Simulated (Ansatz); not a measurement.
Si(OSiH3)2(H)(F) (FH7O2Si3), SMILES O([SiH](O[SiH3])F)[SiH3]. Atoms are numbered in the order given.

```xyz
13

Si     0.2542     1.1705    -0.0738
F      0.0534     1.5257     1.4897
O      1.4889     0.1080    -0.1980
Si     1.9334    -1.4946    -0.1359
O     -1.1392     0.5175    -0.6235
Si    -2.3413    -0.6008    -0.3477
H      0.5678     2.4034    -0.8093
H      0.8473    -2.3404    -0.7171
H      2.1705    -1.9025     1.2783
H      3.1815    -1.6634    -0.9291
H     -3.5700     0.0970     0.1246
H     -1.8971    -1.5849     0.6844
H     -2.6235    -1.3121    -1.6254
```

Coordinates come from a PBE0-D3(BJ)/def2-SVP optimisation. Other conformers were not sampled.

Two levels are set side by side: PBE-D3(BJ)/def2-SVP (Ansatz, an electronic-structure program) and PBE0-D3(BJ)/def2-SVP (Ansatz). Each level has its own optimised geometry; the coordinates shown are those of the second. Differences are taken from unrounded values.

```json
[
 {"quantity": "mean bond length (Å)", "PBE0-D3(BJ)": "1.552", "PBE-D3(BJ)": "1.566", "PBE-D3(BJ) minus PBE0-D3(BJ)": "0.014"},
 {"quantity": "bond Si1–F2 (Å)", "PBE0-D3(BJ)": "1.616", "PBE-D3(BJ)": "1.631", "PBE-D3(BJ) minus PBE0-D3(BJ)": "0.015"},
 {"quantity": "bond Si1–O3 (Å)", "PBE0-D3(BJ)": "1.634", "PBE-D3(BJ)": "1.651", "PBE-D3(BJ) minus PBE0-D3(BJ)": "0.018"},
 {"quantity": "bond Si1–O5 (Å)", "PBE0-D3(BJ)": "1.634", "PBE-D3(BJ)": "1.653", "PBE-D3(BJ) minus PBE0-D3(BJ)": "0.019"},
 {"quantity": "bond O3–Si4 (Å)", "PBE0-D3(BJ)": "1.664", "PBE-D3(BJ)": "1.683", "PBE-D3(BJ) minus PBE0-D3(BJ)": "0.019"},
 {"quantity": "bond O5–Si6 (Å)", "PBE0-D3(BJ)": "1.665", "PBE-D3(BJ)": "1.682", "PBE-D3(BJ) minus PBE0-D3(BJ)": "0.017"},
 {"quantity": "bond Si1–H7 (Å)", "PBE0-D3(BJ)": "1.469", "PBE-D3(BJ)": "1.481", "PBE-D3(BJ) minus PBE0-D3(BJ)": "0.011"},
 {"quantity": "bond Si4–H8 (Å)", "PBE0-D3(BJ)": "1.494", "PBE-D3(BJ)": "1.504", "PBE-D3(BJ) minus PBE0-D3(BJ)": "0.010"},
 {"quantity": "bond Si4–H9 (Å)", "PBE0-D3(BJ)": "1.491", "PBE-D3(BJ)": "1.504", "PBE-D3(BJ) minus PBE0-D3(BJ)": "0.013"},
 {"quantity": "bond Si4–H10 (Å)", "PBE0-D3(BJ)": "1.488", "PBE-D3(BJ)": "1.499", "PBE-D3(BJ) minus PBE0-D3(BJ)": "0.010"},
 {"quantity": "bond Si6–H11 (Å)", "PBE0-D3(BJ)": "1.490", "PBE-D3(BJ)": "1.502", "PBE-D3(BJ) minus PBE0-D3(BJ)": "0.012"},
 {"quantity": "bond Si6–H12 (Å)", "PBE0-D3(BJ)": "1.494", "PBE-D3(BJ)": "1.506", "PBE-D3(BJ) minus PBE0-D3(BJ)": "0.012"},
 {"quantity": "bond Si6–H13 (Å)", "PBE0-D3(BJ)": "1.489", "PBE-D3(BJ)": "1.499", "PBE-D3(BJ) minus PBE0-D3(BJ)": "0.010"}
]
```

Exact exchange shortens and stiffens bonds; PBE has none. Differences between two approximate levels are no errors against the true value.
